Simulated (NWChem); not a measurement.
System meant: B₂F₃, doublet; SMILES FB(F)[B]F

Here is an NWChem input.

```
start job
memory heap 200 mb stack 900 mb global 1100 mb
geometry units angstroms noautoz
  F     -0.216169    -2.217790     0.000000
  B      0.372986    -1.065347     0.000000
  B     -0.007600     0.566425     0.000000
  F     -0.057598     1.251316     1.131537
  F     -0.057598     1.251316    -1.131537
end
basis spherical
  F library def2-svp
  B library def2-svp
end
dft
  odft
  mult 2
  xc pbe0
  iterations 4
  mulliken
end
task dft energy
```

End of the output:

```
     --------------------------
     Expectation value of S2:
     --------------------------
      <S2> =      0.7553 (Exact =     0.7500)

 center of mass
 --------------
 x =   0.00471559 y =   0.00541081 z =   0.00000000

 moments of inertia (a.u.)
 ------------------
         777.208808933443           0.000000000000           0.000000000000
           0.000000000000         182.510523663540           0.000000000000
           0.000000000000           0.000000000000         612.253417137066

     Multipole analysis of the density
     ---------------------------------

     L   x y z        total         alpha         beta         nuclear
     -   - - -        -----         -----         ----         -------
     0   0 0 0     -0.000000    -19.000000    -18.000000     37.000000

     1   1 0 0     -0.055535     -0.598787      0.543251      0.000000
     1   0 1 0      0.404355     -0.613862      1.018217      0.000000
     1   0 0 1     -0.000000     -0.000000      0.000000      0.000000

     2   2 0 0    -18.923136    -13.683774     -9.264598      4.025236
     2   1 1 0     -0.190195     -1.353556      1.495465     -0.332104
     2   1 0 1      0.000000      0.000000      0.000000      0.000000
     2   0 2 0    -21.085221   -155.487259   -150.366639    284.768678
     2   0 1 1     -0.000000      0.000000     -0.000000      0.000000
     2   0 0 2    -19.655578    -51.625664    -50.331403     82.301490

 ------------------------------------------------------------------------
 dft energy failed                                                                                  0
 ------------------------------------------------------------------------
 ------------------------------------------------------------------------
  current input line :
    21: task dft energy
 ------------------------------------------------------------------------
 ------------------------------------------------------------------------
 This type of error is most commonly associated with calculations not reaching convergence criteria
 ------------------------------------------------------------------------
 For more information see the NWChem manual at https://nwchemgit.github.io

0:dft energy failed:Received an Error in Communication
```

**Question.** What is wrong, and how is it mended?

**Answer.** The run did not converge; its last values are not results. Cause: the SCF was allowed too few iterations. This input runs:
```
start job
memory heap 200 mb stack 900 mb global 1100 mb
geometry units angstroms noautoz
  F     -0.216169    -2.217790     0.000000
  B      0.372986    -1.065347     0.000000
  B     -0.007600     0.566425     0.000000
  F     -0.057598     1.251316     1.131537
  F     -0.057598     1.251316    -1.131537
end
basis spherical
  * library def2-svp
end
dft
  odft
  mult 2
  xc pbe0
  iterations 150
  mulliken
end
task dft energy
```
It converges to -348.69346 Ha (PBE0/def2-SVP, spin-unrestricted).
